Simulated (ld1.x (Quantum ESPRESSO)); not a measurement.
## Transferability test, PAW potential for F

ld1.x (Quantum ESPRESSO) 7.5 input, shortened:

```
&input
   title='F', zed=9., rel=1, dft='PZ', iswitch=3,
   config='[He] 2s1.5 2p5.5 3d-2'
 /
 &inputp
   pseudotype=3, lpaw=.true., tm=.true., lloc=-2, rcloc=1.12,
   nlcc=.true., new_core_ps=.true.,
   which_augfun='PSQ', rmatch_augfun_nc=.true.
 /
6
2S  1  0   1.50   0.00  0.98  1.18  0.0
2S  1  0   0.00  -1.70  0.98  1.18  0.0
2P  2  1   5.50   0.00  1.90  2.62  0.0
2P  2  1   0.00  -0.55  1.90  2.62  0.0
3D  3  2  -2.00   0.25  1.70  2.10  0.0
3D  3  2  -2.00   1.35  1.70  2.10  0.0
 &test
   configts(1)='2s1.5 2p5.5'
 /
```

Energies are relative to the spin-unpolarised reference configuration 2s1.5 2p5.5; without spin polarisation the order of configurations can differ from experiment. Spin-polarised rows fill each open shell by Hund’s rule, majority spin first. Not all tests gave a result: 5 of 9 tests not solved or not reliable. Left out of the table: 2s2 2p4 (solver errors, printed error -395 eV); 2s2 2p3 (solver errors, printed error -280 eV); 2s2 2p1 (solver errors, printed error +10.4 eV); 2s2 2p5.3 (solver errors, printed error -562 eV); 2s1 2p5 (solver errors, printed error -412 eV).

```tsv
valence configuration	charge	ΔE all-electron (eV)	error AE − PS (meV)
2s2 2p5	0	-9.186	0.0
2s1.5 2p5.5 (spin-polarised)	0	-0.406	-3.4
```

(1) What are ΔE and the potential's error for 2s2 2p5 (spin-polarised)?

(2) What are ΔE and the potential's error for 2s1 2p6?

Levels in the configuration 2s2 2p5:

| level | all-electron (eV) | pseudo (eV) |
| --- | --- | --- |
| 2s | -29.647 | -29.654 |
| 2p | -11.295 | -11.302 |

## Answers

(1) ΔE = -9.565 eV all-electron; the error (AE − PS) is -3.9 meV.

(2) ΔE = 9.205 eV all-electron; the error (AE − PS) is -0.2 meV.
